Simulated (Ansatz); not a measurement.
A family of molecules: the dipole moment

One atom is swapped for its congeners: C2H5Br (bromoethane) `CCBr`; SiH2(CH3)Br; GeH2(CH3)Br. All are singlets with charge 0.

Shapes, held fixed at every level: PBE0-D4/def2-TZVP. Programs: Ansatz 0.2.0. Values in D.

```
               level  C2H5Br  SiH2(CH3)Br  GeH2(CH3)Br
   PBE-D4/def2-TZVPP    2.07         1.90         2.37
r2SCAN-D4/def2-TZVPP    2.21         1.97         2.47
 B3LYP-D4/def2-TZVPP    2.13         1.95         2.45
  wB97M-V/def2-TZVPP    2.13         1.98         2.48
            measured    2.03            –            –
```

At wB97M-V/def2-TZVPP the dipole moment isn't monotonic: it is largest for Ge and smallest for Si (2.48 and 1.98 D). Every level shows the same order. Measured values: NIST CCCBDB. Relativity is left out for Br, Ge unless named.
